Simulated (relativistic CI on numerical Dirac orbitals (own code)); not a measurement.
Computed by Dirac equation for one electron, model QED (radiative potential, 1s self-energy scaled to tabulated hydrogen-like ionisation energies) (own radial code, finite nucleus).

Configuration list: 1s, 2s, 2p, 3s, 3p, 3d, 4s, 4p, 4d, 4f, 5s, 5p, 5d, 5f, 5g, 6s, 6p, 6d. Levels of other configurations are missing.

Outline of the computed level scheme of Cs LV. Lowest level of each configuration: 1s ²S1/2 at 0.0 eV; 2p ²P°1/2 at 32057.4 eV; 2s ²S1/2 at 32065.1 eV; 3p ²P°1/2 at 38140.4 eV; 3s ²S1/2 at 38142.7 eV; 3d ²D3/2 at 38277.3 eV; 4p ²P°1/2 at 40250.2 eV; 4s ²S1/2 at 40251.1 eV; 4d ²D3/2 at 40307.7 eV.

Some strong electric-dipole decays among the lowest 14 levels: 2p ²P°1/2 → 1s ²S1/2 (5.8e+15 s⁻¹); 2p ²P°3/2 → 1s ²S1/2 (5.5e+15 s⁻¹); 3p ²P°3/2 → 1s ²S1/2 (1.5e+15 s⁻¹); 3p ²P°1/2 → 1s ²S1/2 (1.5e+15 s⁻¹); 4p ²P°3/2 → 1s ²S1/2 (6.1e+14 s⁻¹); 4p ²P°1/2 → 1s ²S1/2 (5.9e+14 s⁻¹); 3d ²D5/2 → 2p ²P°3/2 (5.9e+14 s⁻¹); 3d ²D3/2 → 2p ²P°1/2 (5.3e+14 s⁻¹).
